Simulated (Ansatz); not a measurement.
A single point on `C[O][SnH]([F])[O]C`.

```yaml
crystal:
  periodic: [false, false, false]
  atoms:
    - {symbol: C, position_ang: [0.495707, 1.550991, -1.768985]}
    - {symbol: O, position_ang: [0.907112, 1.793042, -0.436937]}
    - {symbol: Sn, position_ang: [0.254769, 0.694282, 1.013130]}
    - {symbol: F, position_ang: [-1.644913, 0.940172, 1.149979]}
    - {symbol: O, position_ang: [0.431705, -1.144377, 0.414458]}
    - {symbol: C, position_ang: [-0.475690, -2.149501, 0.816266]}
    - {symbol: H, position_ang: [0.636998, 0.505235, -2.062623]}
    - {symbol: H, position_ang: [1.108339, 2.177635, -2.421656]}
    - {symbol: H, position_ang: [-0.555549, 1.818958, -1.922113]}
    - {symbol: H, position_ang: [0.981525, 1.128668, 2.475109]}
    - {symbol: H, position_ang: [-1.520024, -1.841899, 0.699182]}
    - {symbol: H, position_ang: [-0.317840, -2.448959, 1.859816]}
    - {symbol: H, position_ang: [-0.302139, -3.024256, 0.184373]}
basis:
  gaussian: {orbitals: def2-QZVPP}
correlation: {method: mp2}
```

```sh
$ ansatz run in.yaml --threads 2 --pin off --events-out ev --progress --plain --max-ram 32768MiB --backend cuda --devices 0, --max-vram 18GiB
```

Output, abridged:

```
Functional definition: HF
3514 factors; integrals over basis functions are off by at most 9.2e-4 eV
mean field evaluation 1: about -14756.3278 eV, gradient 5.7e1 eV
mean field evaluation 2: about -14756.4794 eV, gradient 5.7e1 eV
mean field evaluation 4: about -14762.6766 eV, gradient 4.4e0 eV
mean field evaluation 8: about -14762.7505 eV, gradient 4.0e-1 eV
mean field -14762.75097021 eV, -542.5210916032 hartree, gradient 3.3e-6 eV, S^2 0.000000; 0 other end points of the search recorded, 0 dependent functions left out
9 core orbitals not correlated: weight in the atoms' cores, before any rotation towards them, 1.000 or more for the frozen orbitals, at most 0.000 for the correlated occupied ones
reference -14762.75097021 eV, -542.5210916032 hartree; 24, 24 occupied and 544, 544 virtual orbitals, 3514 factors
second order -46.27516322 eV of doubles, -0.00000000 eV of singles
Total energy: -14809.02613343 eV, -544.2216724850 hartree
```

It took 6 s on 2 threads of an AMD EPYC 7R13 on a shared host and a share of an NVIDIA H100 80 GB, with 1.1 GiB of host memory at the peak.
